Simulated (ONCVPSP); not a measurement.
**cerium (Ce): one change to an ONCV potential, before and after**

* Element: Ce
* Generator: ONCVPSP 4.0.1
* Type: optimised norm-conserving Vanderbilt (ONCV)
* Functional: PBE
* Relativity: fully relativistic
* Frozen core: [Kr] 4d10
* Valence charge: 12
* Reference configuration: 4f1 5s2 5p6 5d1 6s2
* Partial waves: 5s+6s: rc 2.35 bohr, ncon 4, nbas 8, qcut 6.5 1/bohr, 2 projectors; 5p: rc 2.50 bohr, ncon 4, nbas 9, qcut 4.5 1/bohr, 2 projectors, debl 0.5 Ha; 5d: rc 3.15 bohr, ncon 3, nbas 7, qcut 5.4 1/bohr, 2 projectors, debl 3.1 Ha; 4f: rc 1.60 bohr, ncon 4, nbas 9, qcut 12.2 1/bohr, 2 projectors, debl 0.5 Ha
* Local potential: polynomial inside 1.55 bohr (lpopt 5, dvloc0 -1 Ha)
* Core correction: none

Open shells are filled in proportion to 2j + 1.

In the p channel the program set the typed energies aside and used -0.823, 0.250 Ha (j = l + 1/2; the other j can differ).

All-electron outer shells of the reference configuration (PBE, scalar-relativistic, ld1.x):

```tsv
shell	level (eV)	outermost node (bohr)	outermost maximum (bohr)
4d	-110.49	0.31	0.66
5s	-40.59	0.75	1.37
5p	-23.22	0.81	1.55
4f	-5.38	–	0.71
6s	-3.74	1.82	3.72
5d	-3.06	0.92	2.15
```

Change: s: rc 2.46.

Cutoffs: the cutoffs (Ha) at which the residual kinetic energy of the hardest occupied pseudo-wave falls to 1 and 0.1 mHa per electron; they do not see the model core or the augmentation charge, which bear on the density cutoff. Errors are all-electron minus pseudo energies relative to the spin-unpolarised reference configuration.

Question: What does the change do?

Answer: The potential gets neither clearly harder nor softer (56 Ha and 62 Ha → 56 Ha and 62 Ha); the errors of the 4 common tests hardly move; neither file shows a bound ghost.

```tsv
quantity	base	changed
cutoff, loose	56 Ha	56 Ha
cutoff, tight	62 Ha	62 Ha
loose cutoff by channel	s 12 Ha, p 5.5 Ha, d 6.4 Ha, f 56 Ha	s 11 Ha, p 5.5 Ha, d 6.4 Ha, f 56 Ha
bound ghosts	none	none
GHOST(+) flags under 300 eV	s at 25.8 eV	s at 24.4 eV
error for 4f1 5s2 5p6 5d1 6s1, meV [ΔE 6.07 eV]	-0.1	-0.1
error for 4f1 5s2 5p6 5d1 6s0, meV [ΔE 17.15 eV]	-0.4	-0.6
error for 4f1 5s2 5p6 5d0 6s0, meV [ΔE 36.32 eV]	+4.9	+4.9
error for 4f1 5s2 5p6 5d1 6s1.5, meV [ΔE 2.44 eV]	0.0	0.0
p3/2: phases at 2.54 bohr within 0.05 rad from the reference energy up to (Ha; the scan ends near 5)	3.0	3.0
p1/2: phases at 2.54 bohr within 0.05 rad from the reference energy up to (Ha; the scan ends near 5)	3.1	3.1
d5/2: phases at 3.20 bohr within 0.05 rad from the reference energy up to (Ha; the scan ends near 5)	3.9	3.9
d3/2: phases at 3.20 bohr within 0.05 rad from the reference energy up to (Ha; the scan ends near 5)	3.9	3.9
f7/2: phases at 1.62 bohr within 0.05 rad from the reference energy up to (Ha; the scan ends near 5)	to the end of the scan	to the end of the scan
f5/2: phases at 1.62 bohr within 0.05 rad from the reference energy up to (Ha; the scan ends near 5)	to the end of the scan	to the end of the scan
```
